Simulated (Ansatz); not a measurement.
One change: `[OH][Ti]12345678([Cl])([C@H]9[C@@H]1[C@@H]2[C@@H]3[C@H]94)[C@H]1[C@@H]5[C@@H]6[C@@H]7[C@H]18` becomes `[Cl][Ti]12345678([Cl])([C@H]9[C@@H]1[C@@H]2[C@@H]3[C@H]94)[C@H]1[C@@H]5[C@@H]6[C@@H]7[C@H]18`.

Ansatz, PBE0-D4/def2-TZVP geometries, multiplicity 1. Each molecule was computed in one conformer, which needn't be the lowest.

Scalar relativity is left out up to krypton.

```tsv
property	`[OH][Ti]12345678([Cl])([C@H]9[C@@H]1[C@@H]2[C@@H]3[C@H]94)[C@H]1[C@@H]5[C@@H]6[C@@H]7[C@H]18`
LUMO energy (PBE/def2-TZVPP) / eV	-2.74
size of the dipole moment (PBE/def2-TZVPP) / D	3.47
LUMO energy (PBE0/def2-TZVPP) / eV	-1.74
HOMO–LUMO gap (PBE/def2-TZVPP) / eV	2.75
HOMO energy (PBE0/def2-TZVPP) / eV	-6.53
size of the dipole moment (B3LYP/def2-TZVPP) / D	3.72
```

Give the same properties after the change, and the shifts. (Estimate.)

The calculation gave: 
| property | `[Cl][Ti]12345678([Cl])([C@H]9[C@@H]1[C@@H]2[C@@H]3[C@H]94)[C@H]1[C@@H]5[C@@H]6[C@@H]7[C@H]18` | shift |
| --- | --- | --- |
| LUMO energy (PBE/def2-TZVPP) / eV | -3.41 | -0.67 |
| size of the dipole moment (PBE/def2-TZVPP) / D | 4.50 | 1.03 |
| LUMO energy (PBE0/def2-TZVPP) / eV | -2.42 | -0.68 |
| HOMO–LUMO gap (PBE/def2-TZVPP) / eV | 2.26 | -0.49 |
| HOMO energy (PBE0/def2-TZVPP) / eV | -6.70 | -0.17 |
| size of the dipole moment (B3LYP/def2-TZVPP) / D | 4.85 | 1.13 |

With PBE0 the HOMO falls by 0.17 eV and the LUMO falls by 0.68 eV, so the gap narrows by about 0.51 eV. PBE moves the HOMO by -0.18 eV and ωB97M-V by -0.16 eV. Dipoles are sizes alone; their direction can turn.

B3LYP here is the variant with VWN-RPA as its local correlation; programs differ in this.

Positive LUMOs are unbound, so they and the gaps depend on the basis.
